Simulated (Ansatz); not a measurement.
The cluster W4⁻. The state is a doublet with charge -1. Geometry PBE0-D4/def2-SVPD; atoms count from 1.

```xyz
4

W    -0.413   -1.480    0.295
W     0.358   -0.289   -1.494
W    -0.967    0.591    1.078
W     1.022    1.178    0.122
```

In the def2 sets W takes a core potential; there is no spin–orbit coupling. The charge -1 doublet is spin-contaminated (final ⟨S²⟩ up to 1.70, 0.75 for a pure state). The highest occupied level of the charge -1 doublet lies above zero (up to 0.07 eV). The electron is either unbound and held by the finite basis, or the level is raised by self-interaction error. Another isomer (quartet) lies 0.52 eV lower at PBE0-D4/def2-TZVPD; other spin states weren't run for this one.

**Question.** Estimate the Mulliken populations from the PBE0/def2-TZVPD orbitals of Ansatz.

**Answer.** 
```
atom  charge (e)  spin (α − β)  d electrons
  W1       -0.28         -1.52         4.64
  W2       -0.22          2.02         4.65
  W3       -0.22          2.02         4.65
  W4       -0.28         -1.52         4.64
```
Mulliken values depend strongly on the basis. With diffuse functions, as here, like atoms can get unlike values, and bond orders can come out too low or too high.

**Question.** Where does the spin sit?

**Answer.** Summed by element: W 1.00, of 1 unpaired in all. Largest on single atoms: W2 2.02, W3 2.02, W1 -1.52.

**Question.** And the Mayer bond orders between heavy atoms (over 0.3)?

**Answer.** W1–W2 2.62 (2.28 Å); W1–W3 2.63 (2.28 Å); W1–W4 0.77 (3.03 Å); W2–W3 0.85 (3.02 Å); W2–W4 2.63 (2.28 Å); W3–W4 2.62 (2.28 Å).
